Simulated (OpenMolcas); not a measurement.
La II.

```yaml
Program: OpenMolcas
Method: CASSCF
Basis: ANO-R1 [7s5p4d1f]
Scalar_Hamiltonian: X2C, finite nucleus
Active_space: 2 electrons in 6 orbitals (5d 6s)
State_averaging: 2S+1 = 3 even, 15 roots; 2S+1 = 1 even, 21 roots
Spin-orbit_coupling: RASSI with atomic mean-field integrals over the reference wave functions, term energies averaged over their components
```

Levels without dynamic correlation, in cm⁻¹ above 5d² ³F₂:

```
  Level      E
5d² ³P₀   7233
5d² ¹G₄  10108
5d² ¹S₀  27170
```

On this reference, MS-CASPT2, IPEA 0.25 Eh, imaginary shift 0.1 Eh (closed shells correlated: 5s 5p) puts 5d² ³P₀ at 6190 cm⁻¹.

**Question.** Estimate the other levels at that method by one scale factor, and say how well it serves.

**Answer.** The factor is 6190 / 7233 = 0.856. Scaled values beside those that MS-CASPT2 gives and measured ones (NIST Handbook of Basic Atomic Spectroscopic Data):
| Level | Scaled | MS-CASPT2 | Miss (%) | Measured |
| --- | --- | --- | --- | --- |
| 5d² ¹G₄ | 8652 | 8940 | -3.2 | 7473 |
| 5d² ¹S₀ | 23258 | 20340 | +14.3 |  |
For these levels the scaled values miss MS-CASPT2 by up to 14.3 %, as correlation changes each term by its own factor, spin-orbit parts do not scale and CASPT2 has its own spread within terms. This holds within one configuration; levels of others move differently, and the target method has errors of its own against measurement.

CASPT2 breaks the degeneracy within a term, and the mean is taken; among the terms shown or strongly mixed into the levels shown the widest spread is 480 cm-1 (5d² ¹G, MS-CASPT2). Configurations are named by rounded mean occupations; where the s occupation lies near a half they are strongly mixed, a name can repeat and a true partner stay unpaired. Without dynamic correlation excited terms often stand tens of per cent too high (terms of higher spin than the ground term too low), and those without a measured partner can miss by more than the paired ones (holds for CASSCF). The CASPT2 spread within a term exceeds the gap to the next term for 5d² ¹D and 5d² ³F, so the order of their levels is uncertain, and so are names and mixing where such terms share a J (holds for MS-CASPT2). Some terms miss by over 15 % even with CASPT2, which points to a basis or an active space too small for the shells correlated (holds for MS-CASPT2). Computed and measured levels are paired by configuration, term and J; levels that our copy of the source lacks, or whose pairing is in doubt (as where it misses far off the trend of its configuration), stay unpaired and out of the deviations. Only configurations of the active space appear.
